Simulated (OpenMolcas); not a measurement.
**V2+, Nb2+, Ta2+: d3 down the group**

```json
{
 "Program": "OpenMolcas 26.06",
 "Method": "CASSCF",
 "Basis": "ANO-R2",
 "Scalar Hamiltonian": "X2C, finite nucleus",
 "Spin-orbit coupling": "RASSI with atomic mean-field integrals over the reference wave functions, term energies averaged over their components"
}
```

Active space for each ion: 3 electrons in 10 orbitals (d d).

Computed levels in cm-1 above 4F 3/2:

| Level | V2+ | Nb2+ | Ta2+ |
| --- | --- | --- | --- |
| 4F 5/2 | 153 | 504 | 2431 |
| 4F 7/2 | 363 | 1166 | 4976 |
| 4F 9/2 | 628 | 1950 | 7345 |
| 2G 7/2 | 14271 | 11732 | 14379 |
| 4P 1/2 | 14306 | 11055 | 12293 |
| 4P 3/2 | 14384 | 11165 | 11441 |
| 4P 5/2 | 14562 | 11882 | 15894 |
| 2H 9/2 | 18886 | 15498 | 14911 |
| 2P 1/2 | 18994 | 15375 | 19071 |
| weight of 4F in the lowest level (%) | 100 | 100 | 93 |

Mixed levels, with the weight of the term that names them: Ta2+ 4P 3/2 (59 %), Ta2+ 2H 9/2 (52 %).

Measured, with the error of the calculation in %. Measured levels: V2+ from Sugar and Corliss, J. Phys. Chem. Ref. Data 7, 1191 (1978); Nb2+ from the list in Shadmi, J. Res. Natl. Bur. Stand. 70A, 435 (1966).

| Level | V2+ | Nb2+ |
| --- | --- | --- |
| 4F 5/2 | 146 (+4.9) | 516 (-2.2) |
| 4F 7/2 | 342 (+6.3) | 1177 (-0.9) |
| 4F 9/2 | 584 (+7.5) | 1939 (+0.6) |
| 2G 7/2 | 11966 (+19.3) | 9236 (+27.0) |
| 4P 1/2 | 11514 (+24.2) | 8664 (+27.6) |
| 4P 3/2 | 11592 (+24.1) | 8608 (+29.7) |
| 4P 5/2 | 11770 (+23.7) | 9594 (+23.8) |
| 2H 9/2 | 16811 (+12.3) | 12916 (+20.0) |
| 2P 1/2 | 15580 (+21.9) |  |

The fine-structure level 4F 9/2 changes by a factor of 11.7 from V2+ to Ta2+.

Without spin-orbit coupling 2G lies 14043, 10965, 10548 cm-1 above 4F in that order; the difference to the level 2G 7/2, of either sign, comes from spin-orbit coupling, which also lowers the zero.

Without dynamic correlation excited terms often stand tens of per cent too high (terms of higher spin than the ground term too low), and those without a measured partner can miss by more than the paired ones. Active for correlation alone: 4d; no level in the range computed is led by a configuration that fills it, so any true level of that kind is missing (holds for V2+). Active for correlation alone: 5d; no level in the range computed is led by a configuration that fills it, so any true level of that kind is missing (holds for Nb2+). Active for correlation alone: 6d; no level in the range computed is led by a configuration that fills it, so any true level of that kind is missing (holds for Ta2+). Computed and measured levels are paired by configuration, term and J; levels that our copy of the source lacks, or whose pairing is in doubt (as where it misses far off the trend of its configuration), stay unpaired and out of the deviations. Levels of configurations outside the active space are missing.
